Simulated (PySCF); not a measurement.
methyl(silyloxy)silane (CH8OSi2), SMILES C[SiH2]O[SiH3].

The structure is a stationary point at PBE-D3(BJ)/def2-SVP. One conformer was computed; it need not be the lowest.

All values below come from PBE-D3(BJ)/def2-SVP (PySCF).

Frequencies are harmonic and unscaled.

| mode | ν (cm⁻¹) | IR (km/mol) | moving atoms (share of kinetic energy) |
|---|---|---|---|
| 1 | 31 | 1.9 | O 55 %, H 24 %, Si 11 %, C 10 % |
| 2 | 59 | 0.1 | H 89 % |
| 3 | 84 | 0.7 | O 36 %, Si 28 %, H 23 %, C 13 % |
| 4 | 158 | 0.2 | H 92 % |
| 5 | 215 | 1.8 | Si 33 %, H 27 %, C 24 %, O 16 % |
| 6 | 482 | 8.4 | H 94 % |
| 7 | 572 | 3.3 | Si 51 %, H 22 %, O 17 %, C 9 % |
| 8 | 682 | 3.0 | H 90 %, Si 9 % |
| 9 | 686 | 1.7 | H 50 %, C 29 %, Si 19 % |
| 10 | 712 | 27.7 | H 69 %, Si 15 %, O 9 % |
| 11 | 723 | 80.6 | H 80 %, O 12 % |
| 12 | 746 | 68.4 | H 57 %, C 21 %, Si 17 % |
| 13 | 851 | 40.3 | H 76 %, C 18 % |
| 14 | 900 | 560.0 | H 84 %, Si 12 % |
| 15 | 913 | 68.8 | H 96 % |
| 16 | 916 | 51.9 | H 95 % |
| 17 | 929 | 206.0 | H 92 % |
| 18 | 976 | 96.8 | H 83 %, Si 14 % |
| 19 | 1050 | 371.8 | O 75 %, Si 17 %, H 8 % |
| 20 | 1219 | 32.4 | H 77 %, C 22 % |
| 21 | 1377 | 3.7 | H 96 % |
| 22 | 1384 | 3.0 | H 96 % |
| 23 | 2142 | 65.8 | H 98 % |
| 24 | 2143 | 88.8 | H 96 % |
| 25 | 2156 | 208.9 | H 96 % |
| 26 | 2156 | 138.9 | H 98 % |
| 27 | 2186 | 113.0 | H 97 % |
| 28 | 2978 | 1.1 | H 97 % |
| 29 | 3079 | 2.8 | H 91 %, C 9 % |
| 30 | 3086 | 1.9 | H 91 %, C 9 % |
